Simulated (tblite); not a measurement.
Species: C₇H₁₄FNSi.
Structure used (GFN2-xTB), in Å, numbered top down from 1:
```xyz
24
C7H14FNSi angstrom
C     -2.4609    0.6391    0.7140
C     -1.4789    0.6424   -0.1733
C     -1.0277    1.8973   -0.8589
C     -0.7096   -0.5750   -0.5878
C     -0.9070   -1.9277    0.1208
C      0.6163   -2.0905    0.2204
C      0.7951   -0.6113   -0.1849
N      1.1328    0.2793    0.8895
Si     2.6893    0.9091    1.1990
F      3.1931    1.4926   -0.2153
H     -2.8056   -0.2548    1.2041
H     -2.9802    1.5449    0.9776
H     -1.1566    1.8044   -1.9369
H     -1.5943    2.7571   -0.5121
H      0.0299    2.0653   -0.6641
H     -0.7983   -0.6889   -1.6717
H     -1.3758   -1.8370    1.0974
H     -1.4346   -2.6858   -0.4538
H      1.0263   -2.7817   -0.5124
H      1.0052   -2.3426    1.2056
H      1.4985   -0.4336   -0.9988
H      0.4651    0.2225    1.6427
H      2.5189    2.0285    2.1065
H      3.7472   -0.0339    1.5483
```

All values are computed: GFN2-xTB (tblite) harmonic vibrations without scaling, gas phase. This tight-binding method is rough: wavenumbers can miss measured ones by several per cent, in bad cases by 10 to 20. Modes of hydrogen on silicon can be 10 to 20 % off. One conformer, not necessarily the lowest.

Harmonic wavenumbers (cm⁻¹): 25.1, 41.8, 50.5, 77.4, 121.0, 142.1, 155.1, 239.6, 301.8, 337.7, 379.6, 402.9, 462.6, 485.7, 542.2, 558.4, 573.0, 658.9, 727.3, 740.2, 782.7, 792.9, 799.7, 852.8, 882.9, 888.4, 944.7, 996.3, 1003.6, 1011.5, 1030.0, 1040.4, 1050.8, 1080.7, 1110.8, 1157.0, 1186.5, 1210.9, 1222.9, 1229.2, 1245.3, 1250.6, 1259.3, 1338.1, 1395.9, 1398.4, 1427.4, 1467.6, 1477.6, 1483.6, 1484.6, 1729.2, 2275.9, 2355.9, 2937.5, 2975.1, 2998.1, 3005.9, 3009.4, 3019.8, 3025.7, 3029.7, 3048.4, 3108.3, 3127.3, 3459.8.

A = 1600, B = 756.4, C = 606.2 MHz; mass 159.088 u (most abundant isotopes); point group C1, symmetry number 1.

**Question.** What is the zero-point energy?

**Answer.** Half the sum of the wavenumbers: 42816 cm⁻¹ = 122.42 kcal/mol.

**Question.** What is S at 350 K and 1 bar for an ideal gas of classical rigid rotors and harmonic oscillators?

**Answer.** Translation 41.92, rotation 30.94, vibration 48.08: S = 120.9 cal/(mol K).

**Question.** And Cp and H(350 K) − H(0)?

**Answer.** Cp = 54.12 cal/(mol K), of which vibrations give 46.17 (their classical limit is 66 R = 131.2); H(350 K) − H(0) = 10.98 kcal/mol without the zero-point energy, 8.20 from vibrations.

**Question.** Which modes carry the vibrational entropy at 350 K?

**Answer.** 25.1 cm⁻¹: 6.50; 41.8 cm⁻¹: 5.49; 50.5 cm⁻¹: 5.11; 77.4 cm⁻¹: 4.27; 121.0 cm⁻¹: 3.40; 142.1 cm⁻¹: 3.08 cal/(mol K); the other 60 give 20.22 together.

**Question.** Blend soft modes into free rotors: weight 1/[1 + (100 cm⁻¹/ν̃)⁴] for the oscillator and the rest for a rotor with moment μB/(μ + B), μ = h/(8π²ν), B = 10⁻⁴⁴ kg m². What vibrational entropy results?

**Answer.** 42.04 cal/(mol K) in place of 48.08, which changes −T·S at 350 K by +2.11 kcal/mol.

**Question.** How do the functions run with temperature in this model?

**Answer.** 
```csv
T (K),S (cal/(mol K)),Cp (cal/(mol K)),H − H(0) (kcal/mol),G − H(0) (kcal/mol),ln q(vib)
100,77.9,22.3,1.59,-6.20,3.56
200,96.9,33.9,4.39,-14.98,7.27
300,113.1,47.4,8.45,-25.49,10.71
500,143.3,71.6,20.47,-51.19,17.42
800,182.5,94.6,45.73,-100.24,27.08
1000,204.7,104.4,65.68,-139.00,33.08
```

q(vib) and H(0) count from the zero-point level.

Hindered rotation and anharmonicity are outside this model. Other conformers, if any are populated, would add a mixing term that is left out. The structure is chiral; the term R ln 2 for an equal mix with its mirror image is left out.
